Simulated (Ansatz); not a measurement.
Molecule: C$_{3}$HF$_{4}$, net charge 0, doublet state. It need not be the lowest isomer of its formula. 
Coordinates optimised at B3LYP-D3(BJ)/def2-TZVP (Ansatz, a program for electronic structure):
SMILES: F/C=[C]/C(F)(F)F
```xyz
8

F      2.1740    -0.0222     1.1220
C      1.8432    -0.3851    -0.1321
C      0.6295    -0.3192    -0.6004
C     -0.7471     0.0538    -0.2489
F     -0.8237     0.4978     1.0228
F     -1.2134     1.0311    -1.0482
F     -1.5869    -0.9915    -0.3646
H      2.6967    -0.7346    -0.6999
```
Charge 0, spin multiplicity 2.

Total electronic energies in hartree. Correlated levels leave the core frozen unless marked. UHF or UKS for open shells. Spin-orbit coupling is left out. No relativistic terms. CBS marks a two-point X^-3 extrapolation of the correlation energy; Hartree-Fock from the larger set.

The UHF reference is spin-contaminated (<S^2> 0.19 over the pure value in the largest basis). 

```csv
level,program,energy (Eh)
HF/6-31G,Ansatz,-511.68132
revPBE-D4/def2-TZVPD,Ansatz + dftd4,-514.26242
PBE0-D3(BJ)/def2-TZVP,Ansatz + dftd3,-513.89531
RPA@PBE/cc-pVTZ,Ansatz,-514.12189
MP2/STO-3G,Ansatz,-505.03182
"CCSD/CBS(cc-pVTZ,cc-pVQZ)",Ansatz,-513.7169
CCSD(T)/cc-pVDZ,Ansatz,-513.02321
CCSD(T)/cc-pwCVTZ,Ansatz,-513.56984
"CCSD(T)/CBS(cc-pVTZ,cc-pVQZ)",Ansatz,-513.7812
```

Totals of different functionals don't rank their quality; only differences between species are comparable.
